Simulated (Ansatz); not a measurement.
`C[C](C)(F)[AlH2]`. Total charge 0; spin multiplicity 1. Geometry: relaxed with PBE0-D4/def2-TZVP.

```xyz
13

C     0.572   -1.238   -0.507
C     0.294    0.045    0.251
C    -0.960   -0.084    1.093
F     1.375    0.227    1.154
Al    0.243    1.639   -0.954
H    -0.221   -1.435   -1.235
H     0.616   -2.087    0.185
H     1.524   -1.195   -1.042
H    -1.840   -0.213    0.457
H    -1.120    0.797    1.721
H    -0.887   -0.956    1.754
H    -0.918    1.708   -2.040
H     1.323    2.792   -0.835
```

**Question.** What is the dipole moment at ωB97M-V/def2-TZVPP? (Best estimate.)

**Answer.** Computed: 1.67 D, with components (-1.32, -0.60, -0.82) D in this frame, pointing from negative to positive charge.

**Question.** And with PBE, r2SCAN, B3LYP? (An estimate is asked.)

**Answer.** Ansatz gave: PBE 1.56 D, r2SCAN 1.63 D, B3LYP 1.68 D.

**Question.** Give the Mulliken charges with ωB97M-V, PBE, r2SCAN in def2-TZVPP. (An estimate is asked.)

**Answer.** Computed: 
| atom | ωB97M-V | PBE | r2SCAN |
| --- | --- | --- | --- |
| C1 | -0.35 | -0.29 | -0.19 |
| C2 | 0.07 | 0.19 | 0.18 |
| C3 | -0.34 | -0.29 | -0.19 |
| F4 | -0.26 | -0.23 | -0.27 |
| Al5 | 0.42 | 0.34 | 0.48 |
| H6 | 0.11 | 0.09 | 0.06 |
| H7 | 0.11 | 0.07 | 0.04 |
| H8 | 0.12 | 0.09 | 0.06 |
| H9 | 0.11 | 0.09 | 0.06 |
| H10 | 0.12 | 0.09 | 0.05 |
| H11 | 0.11 | 0.07 | 0.04 |
| H12 | -0.11 | -0.11 | -0.16 |
| H13 | -0.11 | -0.11 | -0.16 |

B3LYP here is the variant with VWN-RPA as its local correlation; programs differ in this.
